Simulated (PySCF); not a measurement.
Computed shifts of a molecule CH6O2Si2, B3LYP/pcSseg-1 (PySCF), GIAO, gas phase, atoms alike by connectivity averaged where their shifts nearly agree, in ppm (number of nuclei): ¹³C: 250.7 (1). ²⁹Si: -40.8 (1), -58.8 (1). ¹H: 12.33 (1), 5.33 (3), 4.81 (2). References: ¹⁷O against H2O (σ = 333.8 ppm); ¹³C against TMS (σ = 181.3 ppm); ²⁹Si against TMS (σ = 338.7 ppm); ¹H against TMS (σ = 31.68 ppm), references at their B3LYP-D3(BJ)/def2-TZVP geometries, non-relativistic. The structure is a stationary point at B3LYP-D3(BJ)/def2-SVP. The values are those of a single conformer.

Problem. Identify the compound among the candidates.
A. O=C[SiH2]O[SiH3]
B. C1O[SiH2]O[SiH2]1
C. [SiH3]C1O[SiH2]O1
D. O=C[SiH2][SiH2]O

Solution. A, O=C[SiH2]O[SiH3]
